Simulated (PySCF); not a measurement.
# V (vanadium, neutral) across methods

[Ar] 3d3 4s2, high-spin 4F determinant. Calculation: PySCF 2.14, in aug-cc-pVTZ (8s7p5d3f2g, 93 functions); no relativity, point nucleus. The B2PLYP total includes its PT2 part (frozen core); its orbital energies are those of the SCF part.

| method | E (hartree) | mean ε 3d α (eV) | mean ε 4s α (eV) | mean ε 4s β (eV) | Σ⟨r²⟩ (bohr²) | ⟨S²⟩ |
| --- | --- | --- | --- | --- | --- | --- |
| PBE | -943.661 | -6.424 | -4.884 | -4.239 | 45.16 | 3.756 |
| LDA | -941.735 | -6.466 | -5.054 | -4.386 | 44.68 | 3.756 |
| r2SCAN0 | -943.859 | -8.874 | -5.635 | -4.888 | 45.47 | 3.765 |
| UHF | -942.89206 | -14.018 | -6.718 | -5.872 | 47.66 | 3.763 |
| M06 | -943.850 | -7.879 | -5.278 | -5.092 | 43.98 | 3.751 |
| wB97X-V | -943.770 | -10.725 | -7.178 | -6.652 | 45.26 | 3.754 |
| r2SCAN | -943.868 | -7.068 | -5.072 | -4.300 | 45.43 | 3.769 |
| PBE0 | -943.698 | -8.370 | -5.489 | -4.851 | 45.27 | 3.756 |

(1) Estimate the same row for B2PLYP.

Results:

(1) E (hartree) = -943.656; mean ε 3d α (eV) = -10.336; mean ε 4s α (eV) = -5.877; mean ε 4s β (eV) = -5.299; Σ⟨r²⟩ (bohr²) = 45.90; ⟨S²⟩ = 3.756.
